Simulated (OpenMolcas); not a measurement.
## F⁴⁺: the spin-orbit constant, worked from levels

```yaml
Program: OpenMolcas
Basis: ANO-RCC-VTZP [4s3p2d1f]
Scalar_Hamiltonian: DKH2, point nucleus
Active_space: 3 electrons in 4 orbitals (2s 2p)
State_averaging: 2S+1 = 4 odd, 1 root; 2S+1 = 2 odd, 11 roots (8 in the spin-orbit step); 2S+1 = 4 even, 3 roots; 2S+1 = 2 even, 9 roots
Spin-orbit_coupling: state interaction with AMFI integrals over the reference wave functions, term energies averaged over their components
```

Methods: CASSCF; SS-CASPT2, IPEA 0.25 Eh, imaginary shift 0.1 Eh (closed shells correlated: 1s). Measured levels: Moore, Atomic Energy Levels, vol. I, NSRDS-NBS 35 (1971 reprint of NBS Circular 467, 1949).

**The spin-orbit constant.** For the Hund term ²P° of p1, E(J) = (A/2) J(J+1) + constant and ζ = 2S·A = A. From J = 1/2 to J = 3/2 the energy changes by 1.5 A.

```csv
Source,E(3/2) - E(1/2),A,ζ
CASSCF,701.2,467.5,467
SS-CASPT2,701.2,467.5,467
measured,746.0,497.3,497
```

All in cm-1. SS-CASPT2 is off by -6.0 % and CASSCF by -6.0 %. Both methods take the spin-orbit matrix elements from the reference wave functions, so the second can move ζ only through the term energies and any multistate remixing.

Computed and measured levels are paired by configuration, term and J; levels that our copy of the source lacks, or whose pairing is in doubt (as where it misses far off the trend of its configuration), stay unpaired and out of the deviations. Only configurations of the active space appear.

° marks odd parity.
